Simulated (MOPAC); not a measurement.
MOPAC input (AM1):

```
AM1 PRECISE GNORM=0.05 LET XYZ CHARGE=1 GEO-OK AUX(PRECISION=9) THREADS=1
ClGe

Cl   -0.00000000 1   -0.00000000 1   -1.35630350 1
Ge    0.00000000 1    0.00000000 1    0.72053623 1
```

Output:

```
 *******************************************************************************
 **                                                                           **
 **                              MOPAC v23.2.5                                **
 **                                                                           **
 *******************************************************************************
 ** MOPAC's Digital Object Identifier: https://doi.org/10.5281/zenodo.6511958 **
 **                                                                           **
 ** Please cite the open-source release paper for use of this MOPAC version:  **
 ** J. E. Moussa and J. J. P. Stewart (2026)                                  **
 ** MOPAC: An open-source semiempirical molecular orbital program             **
 ** J. Open Source Softw., 11(119), 8025, https://doi.org/10.21105/joss.08025 **
 *******************************************************************************

                              AM1 CALCULATION RESULTS

 *******************************************************************************
 *  AM1        - The AM1 Hamiltonian to be used
 *  GEO-OK     - OVERRIDE INTERATOMIC DISTANCE AND OTHER SAFETY CHECKS
 *
 *
 *
 *                 CHARGE ON SYSTEM = +1
 *
 *
 *
 *  LET        - OVERRIDE SOME SAFETY CHECKS
 *  PRECISE    - TIGHTER CRITERIA TO BE USED
 *  XYZ        - CARTESIAN COORDINATE SYSTEM TO BE USED
 *  GNORM      - EXIT WHEN GRADIENT NORM DROPS BELOW 0.050
 *  AUX        - OUTPUT AUXILIARY INFORMATION
 *******************************************************************************
AM1 PRECISE GNORM=0.05 LET XYZ CHARGE=1 GEO-OK AUX(PRECISION=9) THREADS=1
 ClGe

   ATOM   CHEMICAL          X               Y               Z
  NUMBER   SYMBOL      (ANGSTROMS)     (ANGSTROMS)     (ANGSTROMS)

     1      Cl         -0.00000000  *  -0.00000000  *  -1.35630350  *
     2      Ge          0.00000000  *   0.00000000  *   0.72053623  *

          CARTESIAN COORDINATES

    NO.       ATOM           X           Y           Z

     1        Cl         -0.0000     -0.0000     -1.3563
     2        Ge          0.0000      0.0000      0.7205

 Cl: (AM1): M.J.S. DEWAR AND E. G. ZOEBISCH, THEOCHEM, 180, 1 (1988).
 Ge: (AM1): M.J.S.Dewar and C.Jie, Organometallics, 8, 1544, (1989)

           Empirical Formula: Cl Ge  =     2 atoms

      MOLECULAR POINT GROUP   :   C*v

      RHF CALCULATION, NO. OF DOUBLY OCCUPIED LEVELS = 5

          Geometry optimization using EF

          DIAGONAL MATRIX USED AS START HESSIAN

 CYCLE:     1  GRAD.:    39.908 HEAT:  195.4652
 CYCLE:     2  GRAD.:   221.025 HEAT:  209.3680
 CYCLE:     3  GRAD.:    15.279 HEAT:  194.6118
 CYCLE:     4  GRAD.:     5.331 HEAT:  194.4986
 CYCLE:     5  GRAD.:     0.266 HEAT:  194.4837
 CYCLE:     6  GRAD.:     0.000 HEAT:  194.4837

     GRADIENT =  0.00006 IS LESS THAN CUTOFF =  0.05000

 -------------------------------------------------------------------------------
 AM1 PRECISE GNORM=0.05 LET XYZ CHARGE=1 GEO-OK AUX(PRECISION=9) THREADS=1
 ClGe

     GEOMETRY OPTIMISED USING EIGENVECTOR FOLLOWING (EF).
     SCF FIELD WAS ACHIEVED

                              AM1 CALCULATION
                                                       MOPAC v23.2.5 Linux

          FINAL HEAT OF FORMATION =        194.48369 KCAL/MOL =     813.71977 KJ/MOL

          COSMO AREA              =         93.72 SQUARE ANGSTROMS
          COSMO VOLUME            =         81.11 CUBIC ANGSTROMS

          GRADIENT NORM           =          0.00006          =       0.00004 PER ATOM
          IONIZATION POTENTIAL    =         16.254903 EV
          HOMO LUMO ENERGIES (EV) =        -16.255 -7.465
          NO. OF FILLED LEVELS    =          5
          MOLECULAR WEIGHT        =        108.0430         POINT GROUP:  C*v

          MOLECULAR DIMENSIONS (Angstroms)

            Atom       Atom       Distance
           Ge     2   Cl     1     2.01034
           Ge     2   Cl     1     0.00000
           Cl     1   Ge     2     0.00000

          SCF CALCULATIONS        =          7

   ATOM   CHEMICAL          X               Y               Z
  NUMBER   SYMBOL      (ANGSTROMS)     (ANGSTROMS)     (ANGSTROMS)

     1      Cl          0.00000000  *   0.00000000  *  -1.32305167  *
     2      Ge          0.00000000  *   0.00000000  *   0.68728440  *

                             CARTESIAN COORDINATES

   1   Cl        0.000000000     0.000000000    -1.323051669
   2   Ge        0.000000000     0.000000000     0.687284399

           Empirical Formula: Cl Ge  =     2 atoms

      MOLECULAR POINT GROUP   :   C*v

                  EIGENVALUES
 -42.90747 -20.87260 -18.39592 -18.39592 -16.25490  -7.46457  -7.46457  -5.90727

              NET ATOMIC CHARGES AND DIPOLE CONTRIBUTIONS

  ATOM NO.   TYPE          CHARGE      No. of ELECS.   s-Pop       p-Pop
    1         Cl          -0.314106        7.3141     1.98453     5.32957
    2         Ge           1.314106        2.6859     1.89702     0.78887
 DIPOLE           X         Y         Z       TOTAL
 POINT-CHG.     0.000     0.000     6.202     6.202
 HYBRID         0.000     0.000    -2.193     2.193
 SUM            0.000     0.000     4.009     4.009

          ATOMIC ORBITAL ELECTRON POPULATIONS

     Atom    s        px        py        pz
    1 Cl   1.98453   1.89544   1.89544   1.53869
    2 Ge   1.89702   0.10456   0.10456   0.57975

 **********************
 *                    *
 * JOB ENDED NORMALLY *
 *                    *
 **********************

 == MOPAC DONE ==
```

The dipole moment of an ion depends on the origin.
